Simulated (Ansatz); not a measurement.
A made-up structure of CH₄SSe, closed shell:

```json
{"atom": "C1", "x (Å)": "-0.5730", "y (Å)": "0.7652", "z (Å)": "-0.2969"}
{"atom": "S2", "x (Å)": "-0.5161", "y (Å)": "-0.4560", "z (Å)": "1.0296"}
{"atom": "Se3", "x (Å)": "0.8133", "y (Å)": "-1.9867", "z (Å)": "0.2282"}
{"atom": "H4", "x (Å)": "-0.9168", "y (Å)": "0.3152", "z (Å)": "-1.2271"}
{"atom": "H5", "x (Å)": "0.3992", "y (Å)": "1.2353", "z (Å)": "-0.4411"}
{"atom": "H6", "x (Å)": "0.7245", "y (Å)": "-3.1746", "z (Å)": "-0.6999"}
{"atom": "H7", "x (Å)": "2.0869", "y (Å)": "-1.3942", "z (Å)": "0.6824"}
```

It is relaxed with PBE-D4/def2-SVP and then PBE0-D4/def2-TZVP (Ansatz 0.2.0). Atoms count as bonded within 1.22 times the sum of their covalent radii (H–H: 0.88 Å). The end point is not checked to be a true minimum.

(1) Does its bonding change? (Judge from chemistry; the calculation decides.)

Answers

(1) By the calculation: Yes. Formed: none; broken: S2–Se3.

Where it ends: The first stage lowers the energy by 3.01 eV in 29 steps. It ends as a complex of CH₂S ([CH2][S]) + H₂Se:
C1  (-0.464, 0.645, -0.293)
S2  (-0.376, 0.437, 1.292)
Se3  (0.954, -2.913, -0.323)
H4  (-0.842, 1.568, -0.731)
H5  (-0.149, -0.132, -0.991)
H6  (2.337, -2.423, -0.334)
H7  (0.558, -1.878, 0.656)
(Å)

Labels in which every atom is bracketed show which atoms are joined, not bond orders.

For scale, one of the runs: PBE0-D4/def2-TZVP relaxation, 140 basis functions, launched by `ansatz run in.yaml --threads 2 --pin off --events-out ev --progress --plain --max-ram 4352MiB`. The run took about 2.7 min on 2 CPU threads of an Arm Neoverse V1 (shared host).
